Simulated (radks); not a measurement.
Values are calculated unless marked as measured or tabulated.
Q: These are the eigenvalues of the occupied orbitals of an atom or ion with whole-number occupations (hartree). Code: a radial shooting solver on a logarithmic mesh with Libxc functionals. Model: Dirac Kohn-Sham, BLYP, spin-unpolarised, spherical densities, finite nucleus; Fermi nuclear charge, rms radius of each element as measured or else 0.836 A^(1/3) + 0.57 fm.

| orbital | eigenvalue |
|---|---|
| 1s1/2 | -403.1249 |
| 2s1/2 | -50.72800 |
| 2p1/2 | -45.16838 |
| 2p3/2 | -43.99603 |
| 3s1/2 | -6.50604 |
| 3p1/2 | -4.67396 |
| 3p3/2 | -4.51641 |
| 3d3/2 | -1.41332 |
| 3d5/2 | -1.39177 |
| 4s1/2 | -0.72682 |
| 4p1/2 | -0.41616 |

Which element is it, and in what charge state? The configuration may be excited. Open shells, if any, fill j = l - 1/2 first.

A: Z = 32, germanium, charge +1: Ge+ in [Ar] 3d10 4s2 4p1. The list shows which subshells hold electrons but not how many an open one holds; the 1s level, -403.12 hartree, gives Z - s = 28.4 by -(Z - s)^2/2, which with screening and relativity narrows Z to a few neighbours, and the depths of the outer levels then fix element, charge and occupations together.
